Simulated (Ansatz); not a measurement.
Total energies of `F[P+](F)(F)[Au-][Br]`.

```xyz
6

F    -1.337    1.046   -1.086
P    -0.756    0.034   -0.075
F    -1.496   -1.243   -0.526
F    -1.592    0.397    1.170
Au    1.412   -0.064    0.141
Br    3.769   -0.171    0.376
```

Charge 0, multiplicity 1. Correlated methods include outer-core shells of Au, Br, which these sets cover unevenly. Scalar relativity is left out up to krypton. Au: def2 effective core potential. The structure was optimised at the PBE0-D4/def2-TZVP level. It is one conformer, not always the lowest. Basis def2-TZVPP, the Gaussian-basis code of Ansatz.

RPA on PBE orbitals: Hartree–Fock energy of these orbitals -3346.50933 Eh, correlation -2.54372 Eh (frozen core).

```json
{"functional": "LDA (SPW92)", "energy without D4 (Eh)": "-3344.26190", "D4 term (kJ/mol)": "–"}
{"functional": "PBE", "energy without D4 (Eh)": "-3350.35388", "D4 term (kJ/mol)": "-19.1"}
{"functional": "revPBE", "energy without D4 (Eh)": "-3350.81888", "D4 term (kJ/mol)": "-49.3"}
{"functional": "BLYP", "energy without D4 (Eh)": "-3351.11737", "D4 term (kJ/mol)": "-41.0"}
{"functional": "r2SCAN", "energy without D4 (Eh)": "-3351.03939", "D4 term (kJ/mol)": "-4.3"}
{"functional": "B97M-V", "energy without D4 (Eh)": "-3350.45526", "D4 term (kJ/mol)": "–"}
{"functional": "PBE0", "energy without D4 (Eh)": "-3350.41854", "D4 term (kJ/mol)": "-16.3"}
{"functional": "B3LYP", "energy without D4 (Eh)": "-3351.21869", "D4 term (kJ/mol)": "-31.4"}
{"functional": "r2SCANh", "energy without D4 (Eh)": "-3350.99405", "D4 term (kJ/mol)": "-4.8"}
{"functional": "r2SCAN0", "energy without D4 (Eh)": "-3350.92840", "D4 term (kJ/mol)": "-5.3"}
{"functional": "HSE06 (plane-wave form)", "energy without D4 (Eh)": "-3350.40463", "D4 term (kJ/mol)": "-15.5"}
{"functional": "BHLYP", "energy without D4 (Eh)": "-3350.87084", "D4 term (kJ/mol)": "-28.3"}
{"functional": "CAM-B3LYP", "energy without D4 (Eh)": "-3351.15651", "D4 term (kJ/mol)": "-17.0"}
{"functional": "LC-ωPBE", "energy without D4 (Eh)": "-3350.53011", "D4 term (kJ/mol)": "–"}
{"functional": "ωB97X-V", "energy without D4 (Eh)": "-3350.70500", "D4 term (kJ/mol)": "–"}
{"functional": "ωB97M-V", "energy without D4 (Eh)": "-3350.82048", "D4 term (kJ/mol)": "–"}
{"functional": "B2PLYP", "energy without D4 (Eh)": "-3350.33591", "D4 term (kJ/mol)": "–"}
{"functional": "PBE-QIDH", "energy without D4 (Eh)": "-3349.87512", "D4 term (kJ/mol)": "–"}
```

B3LYP takes the VWN-RPA correlation (the form of Gaussian; ORCA's B3LYP/G). HSE06 is the plane-wave form, built on full-range PBE exchange. The double hybrids freeze the cores in their second-order part.

LC-ωPBE has ω = 0.4 bohr⁻¹.
